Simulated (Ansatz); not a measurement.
Ansatz (a first-principles code) input (B3LYP-D3(BJ)/def2-TZVP):

Ansatz 0.2 input:
```yaml
crystal:
  periodic: [false, false, false]
  atoms:
    - {symbol: C, position_ang: [-1.44790955, 0.03236280, 0.36465249]}
    - {symbol: C, position_ang: [-0.14935464, 0.42133375, -0.27038815]}
    - {symbol: C, position_ang: [0.99484195, -0.26943298, -0.05564803]}
    - {symbol: O, position_ang: [1.22591254, -1.28652538, 0.64171983]}
    - {symbol: O, position_ang: [2.13906750, 0.26767075, -0.75689863]}
    - {symbol: H, position_ang: [-1.85172493, 0.81936927, 1.02051343]}
    - {symbol: H, position_ang: [-1.28103847, -0.85893475, 0.96714299]}
    - {symbol: H, position_ang: [-2.22959846, -0.19451200, -0.37653053]}
    - {symbol: H, position_ang: [-0.13331999, 1.28715410, -0.91818538]}
    - {symbol: H, position_ang: [2.85398673, -0.32843251, -0.50157076]}
basis:
  gaussian:
    orbitals: def2-TZVP
hamiltonian:
  xc: b3lyp
  dispersion: d3bj
total_charge: -1
relax: {f_tol: 0.002, max_steps: 150}
```

Output:

```
Functional definition: B3LYP
integrals: 0.08 GiB planned
1062 factors; their error is unknown
mean field: 0.85 GiB planned
mean field evaluation 1: about -7283.4922 eV, gradient 5.7e1 eV
mean field evaluation 2: about -7276.5377 eV, gradient 7.9e1 eV
mean field evaluation 4: about -7290.1878 eV, gradient 5.4e0 eV
mean field evaluation 8: about -7290.2352 eV, gradient 1.6e-1 eV
mean field evaluation 16: about -7290.2331 eV, gradient 4.6e-4 eV
mean field -7290.23310629 eV, -267.9111251588 hartree, gradient 2.7e-5 eV, S^2 0.000000; 0 other end points of the search recorded, 0 dependent functions left out
the calculation of the forces begins
reference -7290.23335909 eV, -267.9111344487 hartree; 20, 20 occupied and 165, 165 virtual orbitals, 1062 factors
relax step   1: F+E_penalty+E_count = -7290.52048998 eV  Δ(F+E_penalty+E_count) = +0.000e0 eV  max|allowed force component| = 8.301e-1 eV/Å  Δτ_max = 0.0000 Å  (29 SCF iters, accepted)
these checks for a lower state are left out or cut short: starts, cluster_reference, orbital_swaps, neighbouring_geometries, increment
integrals: 0.08 GiB planned
1062 factors; their error is unknown
mean field: 0.85 GiB planned
mean field -7290.25105303 eV, -267.9117846893 hartree, gradient 1.5e-5 eV, S^2 0.000000; 0 other end points of the search recorded, 0 dependent functions left out
the calculation of the forces begins
reference -7290.25130594 eV, -267.9117939834 hartree; 20, 20 occupied and 165, 165 virtual orbitals, 1062 factors
relax step   2: F+E_penalty+E_count = -7290.53774764 eV  Δ(F+E_penalty+E_count) = -1.726e-2 eV  max|allowed force component| = 3.629e-1 eV/Å  Δτ_max = 0.0197 Å  (34 SCF iters, accepted)
these checks for a lower state are left out or cut short: starts, cluster_reference, orbital_swaps, neighbouring_geometries, increment
integrals: 0.08 GiB planned
1062 factors; their error is unknown
mean field: 0.85 GiB planned
mean field evaluation 32: about -7290.2556 eV, gradient 1.5e-5 eV
mean field -7290.25561846 eV, -267.9119524656 hartree, gradient 1.5e-5 eV, S^2 0.000000; 0 other end points of the search recorded, 0 dependent functions left out
the calculation of the forces begins
reference -7290.25587097 eV, -267.9119617454 hartree; 20, 20 occupied and 165, 165 virtual orbitals, 1062 factors
relax step   3: F+E_penalty+E_count = -7290.54230706 eV  Δ(F+E_penalty+E_count) = -4.559e-3 eV  max|allowed force component| = 7.578e-2 eV/Å  Δτ_max = 0.0275 Å  (34 SCF iters, accepted)
these checks for a lower state are left out or cut short: starts, cluster_reference, orbital_swaps, neighbouring_geometries, increment
integrals: 0.08 GiB planned
1062 factors; their error is unknown
mean field: 0.85 GiB planned
mean field -7290.25575433 eV, -267.9119574588 hartree, gradient 1.6e-5 eV, S^2 0.000000; 0 other end points of the search recorded, 0 dependent functions left out
the calculation of the forces begins
reference -7290.25600678 eV, -267.9119667363 hartree; 20, 20 occupied and 165, 165 virtual orbitals, 1062 factors
relax step   4: F+E_penalty+E_count = -7290.54248528 eV  Δ(F+E_penalty+E_count) = -1.782e-4 eV  max|allowed force component| = 3.762e-2 eV/Å  Δτ_max = 0.0051 Å  (34 SCF iters, accepted)
these checks for a lower state are left out or cut short: starts, cluster_reference, orbital_swaps, neighbouring_geometries, increment
integrals: 0.08 GiB planned
1062 factors; their error is unknown
mean field: 0.85 GiB planned
mean field -7290.25574281 eV, -267.9119570356 hartree, gradient 1.6e-5 eV, S^2 0.000000; 0 other end points of the search recorded, 0 dependent functions left out
the calculation of the forces begins
reference -7290.25599525 eV, -267.9119663123 hartree; 20, 20 occupied and 165, 165 virtual orbitals, 1062 factors
relax step   5: F+E_penalty+E_count = -7290.54252452 eV  Δ(F+E_penalty+E_count) = -3.924e-5 eV  max|allowed force component| = 9.971e-3 eV/Å  Δτ_max = 0.0027 Å  (34 SCF iters, accepted)
these checks for a lower state are left out or cut short: starts, cluster_reference, orbital_swaps, neighbouring_geometries, increment
integrals: 0.08 GiB planned
1062 factors; their error is unknown
mean field: 0.85 GiB planned
mean field -7290.25575889 eV, -267.9119576263 hartree, gradient 1.6e-5 eV, S^2 0.000000; 0 other end points of the search recorded, 0 dependent functions left out
the calculation of the forces begins
reference -7290.25601132 eV, -267.9119669032 hartree; 20, 20 occupied and 165, 165 virtual orbitals, 1062 factors
relax step   6: F+E_penalty+E_count = -7290.54253379 eV  Δ(F+E_penalty+E_count) = -9.273e-6 eV  max|allowed force component| = 8.226e-3 eV/Å  Δτ_max = 0.0034 Å  (35 SCF iters, accepted)
these checks for a lower state are left out or cut short: starts, cluster_reference, orbital_swaps, neighbouring_geometries, increment
integrals: 0.08 GiB planned
1062 factors; their error is unknown
mean field: 0.85 GiB planned
mean field -7290.25575317 eV, -267.9119574163 hartree, gradient 1.6e-5 eV, S^2 0.000000; 0 other end points of the search recorded, 0 dependent functions left out
the calculation of the forces begins
reference -7290.25600561 eV, -267.9119666931 hartree; 20, 20 occupied and 165, 165 virtual orbitals, 1062 factors
relax step   7: F+E_penalty+E_count = -7290.54253723 eV  Δ(F+E_penalty+E_count) = -3.436e-6 eV  max|allowed force component| = 1.373e-3 eV/Å  Δτ_max = 0.0014 Å  (35 SCF iters, accepted)
integrals: 0.08 GiB planned
1062 factors; their error is unknown
mean field: 0.85 GiB planned
mean field evaluation 64: about -7290.2554 eV, gradient 5.1e-1 eV
mean field -7290.25575317 eV, -267.9119574163 hartree, gradient 1.6e-5 eV, S^2 0.000000; 1 other end points of the search recorded, 0 dependent functions left out
the calculation of the forces begins
reference -7290.25600561 eV, -267.9119666931 hartree; 20, 20 occupied and 165, 165 virtual orbitals, 1062 factors
Total energy: -7290.54278966 eV, -267.9225058127 hartree
Atom 0 at    -1.441567     0.036581     0.360436 Å, force     0.000488    -0.000263    -0.001258 eV/Å
Atom 1 at    -0.153186     0.445376    -0.283123 Å, force    -0.000714    -0.000379     0.001373 eV/Å
Atom 2 at     1.006402    -0.256897    -0.069216 Å, force    -0.000003     0.000067    -0.000089 eV/Å
Atom 3 at     1.236859    -1.279552     0.627004 Å, force    -0.000331     0.000069     0.000184 eV/Å
Atom 4 at     2.150803     0.264194    -0.757035 Å, force     0.000747     0.000245    -0.000896 eV/Å
Atom 5 at    -1.873008     0.802684     1.028932 Å, force     0.000069     0.000279    -0.000297 eV/Å
Atom 6 at    -1.265295    -0.854566     0.968779 Å, force     0.000083    -0.000054     0.000263 eV/Å
Atom 7 at    -2.241500    -0.216519    -0.357760 Å, force    -0.000461    -0.000031     0.000240 eV/Å
Atom 8 at    -0.125532     1.312267    -0.932017 Å, force    -0.000041     0.000213     0.000331 eV/Å
Atom 9 at     2.826886    -0.363516    -0.471192 Å, force     0.000163    -0.000146     0.000150 eV/Å
Dipole moment:    -0.049164     0.140323    -0.090908 e Å
```

It need not be the lowest isomer of its formula. Whether it binds its extra electron was not tested at this geometry.
